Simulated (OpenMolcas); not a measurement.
# How methods differ on CHClFNOSi (SMILES O=C=N[SiH](F)Cl)

CHClFNOSi: 7 atoms, total charge 0, spin state singlet. As SMILES, `O=C=N[SiH](F)Cl`. The coordinates come from a PBE0-D4/def2-TZVP relaxation. This is one conformer, not always the lowest.

Quantity: the HOMO–LUMO gap, in eV. The values are calculated.

```json
{"level": "SVWN5/6-31G* (spherical functions)", "kind": "LDA", "program": "OpenMolcas", "value (eV)": "6.67", "CPU time": "25 s"}
{"level": "BLYP/6-31G* (spherical functions)", "kind": "GGA", "program": "OpenMolcas", "value (eV)": "6.75", "CPU time": "33 s"}
{"level": "revPBE/6-31G* (spherical functions)", "kind": "GGA", "program": "OpenMolcas", "value (eV)": "6.81", "CPU time": "36 s"}
{"level": "TPSS/6-31G* (spherical functions)", "kind": "meta-GGA", "program": "OpenMolcas", "value (eV)": "7.01", "CPU time": "42 s"}
{"level": "r2SCAN/6-31G* (spherical functions)", "kind": "meta-GGA", "program": "OpenMolcas", "value (eV)": "7.45", "CPU time": "38 s"}
{"level": "BHLYP/6-31G* (spherical functions)", "kind": "global hybrid", "program": "OpenMolcas", "value (eV)": "11.59", "CPU time": "53 s"}
{"level": "M06-2X/6-31G* (spherical functions)", "kind": "hybrid meta-GGA", "program": "OpenMolcas", "value (eV)": "11.47", "CPU time": "48 s"}
{"level": "PBE0/6-31G* (spherical functions)", "kind": "global hybrid", "program": "OpenMolcas", "value (eV)": "9.19", "CPU time": "48 s"}
```

The values span 6.67 to 11.59 eV. Orbital gaps aren't excitation energies; they tend to grow with the share of exact exchange. CPU times are rough (shared hosts, several kinds of processor and program).
